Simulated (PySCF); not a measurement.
# Choosing a basis for TDDFT

Species: C2H9NOSi.
Structure used (PBE0-D3(BJ)/def2-SVP), in Å, numbered top down from 1:
```
atom  x, y, z in Å
C1    -2.227    0.477    0.126
O2    -0.859    0.386    0.377
C3    -0.249   -0.738   -0.207
Si4    1.596   -0.616    0.197
N5     2.069    0.948   -0.378
H6    -2.603    1.389    0.613
H7    -2.445    0.540   -0.959
H8    -2.780   -0.393    0.533
H9    -0.687   -1.685    0.175
H10   -0.392   -0.744   -1.308
H11    1.777   -0.864    1.667
H12    2.361   -1.677   -0.529
H13    1.409    1.690   -0.165
H14    3.021    1.273   -0.248
```

TDDFT with PBE0 (PySCF), vertical singlets, core orbitals frozen in the response, spherical d and f functions. The structure is a single PBE0-D3(BJ)/def2-SVP conformer in the gas phase; no vibrational or solvent corrections.

```csv
basis,functions,diffuse,S1 (eV),S2 (eV),S3 (eV),S4 (eV),S5 (eV),LUMO (eV),α (au)
6-31G*,92,no,6.63,7.33,7.60,7.95,8.13,1.20,53.8
6-31+G*,112,yes,5.99,6.60,6.66,6.83,7.04,0.11,61.8
def2-SVP,119,no,6.79,7.46,7.51,7.82,8.30,1.32,56.8
def2-SVPD,179,yes,6.38,6.98,7.01,7.23,7.50,0.52,67.3
aug-cc-pVDZ,200,yes,5.90,6.45,6.47,6.67,6.78,-0.10,69.3
def2-TZVP,215,no,6.40,7.03,7.21,7.41,7.77,0.61,64.0
def2-TZVPD,275,yes,6.12,6.68,6.76,6.90,7.12,0.18,68.8
```

Problem. How much do these states and the polarisability depend on the basis?

Solution. States are compared by their number. Against the largest diffuse basis here (def2-TZVPD, itself not a converged limit), sets without diffuse functions differ by up to 0.67 eV in S1 and 1.18 eV in S5; the smaller diffuse sets differ by up to 0.26 and 0.37 eV. State by state, the largest deviation of a set without diffuse functions is S1 0.67, S2 0.78, S3 0.85, S4 1.04, S5 1.18 eV. The same number needn't mean the same state in each row. Against def2-TZVPD the polarisability deviates by -22% in 6-31G*, -10% in 6-31+G*, -17% in def2-SVP, -2% in def2-SVPD, +1% in aug-cc-pVDZ, -7% in def2-TZVP. A single + in a Pople set puts diffuse functions on heavy atoms only.

Without π bonds the low states may be Rydberg-like; a valence basis with one diffuse set may place them up to an eV too high.
